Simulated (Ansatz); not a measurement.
Consider the substitution at a C–Si bond: `[OH][GaH][CH2][SiH3]` + `C=N` → `C=N[CH2][GaH][OH]` + SiH₄.

Program: Ansatz. Geometries: PBE0-D4/def2-TZVP. ΔE: electronic, gas phase. CBS: MP2 limit from def2 TZ/QZ plus the TZ coupled-cluster correction, frozen cores. This one scheme is used for every species. Functionals use def2-TZVPP. For Ga outer-core shells are correlated without core-valence functions, which leaves a few kJ/mol of doubt a bond. Scalar relativity is left out up to krypton. One conformer a species, not always the lowest.

```tsv
level	ΔE (kJ/mol)
PBE0-D4	61.0
B2PLYP	60.0
SCS-MP2/def2-TZVPP	64.0
CCSD/CBS(def2)	69.1
```

Task: What does CCSD(T)/CBS give? (Estimate.)

Result: The calculation gave: +67.9 kJ/mol. The listed levels differ from it by -6.9, -7.9, -3.9, 1.2 kJ/mol.

Largest T1 diagnostic among the species: 0.014.

From PBE to PBE0 (25 % exact exchange), in def2-TZVPP and without D4, ΔE moves by +6.2 kJ/mol.
